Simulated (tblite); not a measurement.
C3H4F3P.
Atom-mapped SMILES: `[F:1][C:2]([F:3])([F:4])[C@@H:5]1[CH2:6][PH:7]1` (hydrogens: H8 on C5; H9, H10 on C6; H11 on P7)

Computed with GFN2-xTB (tblite), gas phase: L-BFGS steps from a force-field or distance-geometry start until the largest atomic force falls under 0.01 eV/Å.

Step 22: E = -684.6046 eV
```
atom  x, y, z in Å  |  force x, y, z in eV/Å
F1      0.9237    1.2017   -1.0615    0.024   0.003  -0.010
C2      1.2128    0.3396   -0.0731    0.121   0.056   0.010
F3      2.0623    0.9704    0.7537   -0.091   0.011  -0.024
F4      1.9268   -0.6482   -0.6487   -0.015  -0.029   0.008
C5      0.0010   -0.1807    0.6294    0.076   0.021  -0.010
C6     -1.0741   -0.8041   -0.2208   -0.055   0.041  -0.014
P7     -1.6074    0.7392    0.6435   -0.053  -0.023  -0.009
H8      0.2705   -0.6916    1.5463    0.043  -0.049   0.050
H9     -0.9369   -0.7603   -1.2925   -0.007  -0.027  -0.026
H10    -1.4777   -1.7448    0.1245   -0.049  -0.030   0.013
H11    -1.2956    1.5815   -0.4268    0.006   0.026   0.013
```

Step 23: E = -684.6055 eV
```
atom  x, y, z in Å  |  force x, y, z in eV/Å
F1      0.9250    1.2008   -1.0621    0.024   0.011  -0.023
C2      1.2165    0.3404   -0.0730    0.058   0.034  -0.006
F3      2.0576    0.9770    0.7564   -0.064   0.005  -0.012
F4      1.9363   -0.6435   -0.6478   -0.006  -0.026   0.022
C5      0.0036   -0.1843    0.6255    0.043   0.002   0.005
C6     -1.0776   -0.8044   -0.2216   -0.028   0.033   0.002
P7     -1.6026    0.7399    0.6450   -0.055  -0.021  -0.009
H8      0.2691   -0.6977    1.5428    0.057  -0.037   0.034
H9     -0.9429   -0.7627   -1.2943   -0.019  -0.034  -0.001
H10    -1.4861   -1.7419    0.1305   -0.021  -0.007  -0.019
H11    -1.2934    1.5791   -0.4274    0.010   0.041   0.007
```

Step 24: E = -684.6060 eV
```
atom  x, y, z in Å  |  force x, y, z in eV/Å
F1      0.9261    1.2007   -1.0629    0.027   0.009  -0.028
C2      1.2191    0.3412   -0.0732   -0.011   0.005  -0.014
F3      2.0543    0.9806    0.7576   -0.026   0.013   0.003
F4      1.9409   -0.6418   -0.6470    0.005  -0.016   0.027
C5      0.0055   -0.1862    0.6238    0.001  -0.011   0.013
C6     -1.0798   -0.8042   -0.2219    0.000   0.013   0.010
P7     -1.6011    0.7399    0.6454   -0.036  -0.013  -0.008
H8      0.2695   -0.7014    1.5417    0.057  -0.018   0.004
H9     -0.9462   -0.7645   -1.2952   -0.024  -0.034   0.015
H10    -1.4906   -1.7405    0.1332   -0.003   0.012  -0.033
H11    -1.2923    1.5789   -0.4275    0.010   0.041   0.011
```

Question: Estimate the geometry and energy of step 25. (The exact step hangs on the optimiser's Hessian estimate; all steps are aligned on step 24, rigid shifts and turns removed.)

Answer: E = -684.6064 eV, largest force 0.058 eV/Å
```
atom  x, y, z in Å  |  force x, y, z in eV/Å
F1      0.9273    1.2009   -1.0639    0.027   0.000  -0.026
C2      1.2205    0.3418   -0.0736   -0.054  -0.015  -0.015
F3      2.0519    0.9827    0.7583    0.001   0.019   0.013
F4      1.9431   -0.6415   -0.6461    0.010  -0.004   0.029
C5      0.0067   -0.1872    0.6233   -0.029  -0.013   0.014
C6     -1.0810   -0.8037   -0.2219    0.017  -0.007   0.011
P7     -1.6012    0.7395    0.6453   -0.012  -0.003  -0.006
H8      0.2710   -0.7037    1.5414    0.050  -0.002  -0.022
H9     -0.9483   -0.7661   -1.2955   -0.022  -0.029   0.018
H10    -1.4929   -1.7398    0.1338    0.004   0.020  -0.034
H11    -1.2916    1.5798   -0.4272    0.008   0.033   0.019
```

The energy changes by -0.0004 eV. The first-order estimate −F·Δx gives -0.0005 eV and the mean of the old and new forces, exact on a quadratic surface, -0.0003 eV. The step makes an angle of 56° with the force vector and moves no atom by more than 0.003 Å.

Hardware: an Arm Neoverse V1 with one thread, on a shared host.
